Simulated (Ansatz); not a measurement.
`F[CH2][SnH2][F]` and `[F][SnH2][CH2]Cl` differ in one atom or group.

Ansatz, PBE0-D4/def2-TZVP geometries, multiplicity 1. Each molecule was computed in one conformer, which needn't be the lowest.

Elements past krypton have def2 core potentials.

```csv
property,`F[CH2][SnH2][F]`
HOMO–LUMO gap (PBE0/def2-TZVPP) / eV,7.57
HOMO–LUMO gap (ωB97M-V/def2-TZVPP) / eV,11.36
HOMO energy (PBE0/def2-TZVPP) / eV,-8.43
size of the dipole moment (ωB97M-V/def2-TZVPP) / D,1.25
size of the dipole moment (PBE/def2-TZVPP) / D,1.24
HOMO–LUMO gap (B3LYP/def2-TZVPP) / eV,7.09
```

Task: Give the same properties after the change, and the shifts. (An estimate is asked.)

Result: Ansatz gave: 
```
                                          property  `[F][SnH2][CH2]Cl`  shift
              HOMO–LUMO gap (PBE0/def2-TZVPP) / eV                7.39  -0.18
           HOMO–LUMO gap (ωB97M-V/def2-TZVPP) / eV               11.22  -0.14
                HOMO energy (PBE0/def2-TZVPP) / eV               -8.12   0.31
size of the dipole moment (ωB97M-V/def2-TZVPP) / D                1.14  -0.11
    size of the dipole moment (PBE/def2-TZVPP) / D                1.11  -0.13
             HOMO–LUMO gap (B3LYP/def2-TZVPP) / eV                6.89  -0.20
```

With PBE0 the HOMO rises by 0.31 eV and the LUMO rises by 0.12 eV, so the gap narrows by about 0.19 eV. PBE moves the HOMO by 0.19 eV and ωB97M-V by 0.33 eV. Dipoles are sizes alone; their direction can turn.

B3LYP here is the variant with VWN-RPA as its local correlation; programs differ in this.
